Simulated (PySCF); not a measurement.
System: dimethylborinic acid, C2H7BO, net charge 0, singlet state. 
Coordinates optimised at B3LYP-D3(BJ)/def2-TZVP (Ansatz):
```xyz
11

B     -0.0050     0.0703    -0.0221
C      1.5173    -0.3198    -0.0309
C     -1.1279    -0.9532     0.4046
O     -0.3187     1.3442    -0.4059
H      2.1405     0.4104    -0.5486
H      1.6831    -1.3053    -0.4747
H      1.8795    -0.3938     1.0012
H     -2.1120    -0.5043     0.5658
H     -1.2404    -1.7136    -0.3766
H     -0.8513    -1.4984     1.3110
H     -1.2611     1.5379    -0.3623
```
Charge 0, spin multiplicity 1.

Dispersion corrections to the total energy (kcal/mol) from the dftd3 and dftd4 libraries through PySCF: D3(BJ) without and D4 with the three-body term, each with the damping fitted for the functional named.

```csv
functional,D3(BJ),D4
HSE06,[?],-2.77
revPBE,-10.14,[?]
B2GP-PLYP,-2.12,-1.49
B2PLYP,-2.94,-2.51
CAM-B3LYP,-2.85,-2.99
PW6B95,[?],-3.13
TPSS,-4.84,-4.89
```

**Question.** What belongs in the gaps?

**Answer.** 
- HSE06, D3(BJ): -2.38
- revPBE, D4: -12.59
- PW6B95, D3(BJ): -1.77
